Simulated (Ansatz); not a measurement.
Reading a saddle point

A first-order saddle point of BH₂ClOF₂, closed shell, PBE0-D4/def2-TZVP, with one imaginary mode of 986i cm⁻¹:

```xyz
7
angstrom
B -0.2541 -0.5292 0.2748
Cl 1.8870 -0.1674 -0.2400
F -0.7698 -1.3165 -0.6587
F -0.2600 -0.8994 1.5380
H 0.7714 0.8975 -0.1950
O -0.4355 0.9232 0.0438
H -0.9391 1.0918 -0.7628
```

Ansatz 0.2.0; basis: def2-TZVPP and def2-QZVPP; cores frozen in the correlated methods. Extrapolation: Hartree–Fock as exp(−7.88 √X), correlation as X^−2.97.

Which contacts change along the imaginary mode, and what lies on either side? (Judge from chemistry; the calculation decides.)

By the calculation: The step is BClF₂ ([F][B]([F])[Cl]) + H₂O → BHOF₂ ([OH][B]([F])[F]) + HCl, with the molecules in contact on both sides. Shortening one way: B1–O6, Cl2–H5; lengthening the same way: B1–Cl2, H5–O6.
```csv
pair,one side (Å),saddle (Å),other side (Å)
B1–O6,1.71,1.48,1.35
Cl2–H5,2.55,1.54,1.29
B1–Cl2,1.83,2.23,4.30
H5–O6,0.97,1.23,1.98
```

Which side is lower, and how far does the saddle lie above each? (An estimate is asked for; the value comes from the calculation.)

By the calculation: The side with B1–O6, Cl2–H5 short is lower by 0.317 eV; the saddle lies 1.125 eV above it and 0.808 eV above the other (CCSD(T) at an estimated basis limit (MP2 extrapolated from triple and quadruple zeta, plus CCSD(T) − MP2 in triple zeta); electronic energies).

The T1 diagnostic stays at or below 0.012.

The step is the kind of ligand exchange by which a precursor binds to a hydroxyl group, or is hydrolysed, in atomic layer deposition of oxides.

Labels in which every atom is bracketed show which atoms are joined, not bond orders.

For scale, one of the runs: CCSD(T)/def2-TZVPP, 194 basis functions, launched by `ansatz run in.yaml --threads 4 --pin off --events-out ev --progress --plain --max-ram 9574MiB`. Hardware: 4 CPU threads of an Intel Xeon, shared host. Wall time 83 s; peak host memory 2.4 GiB.
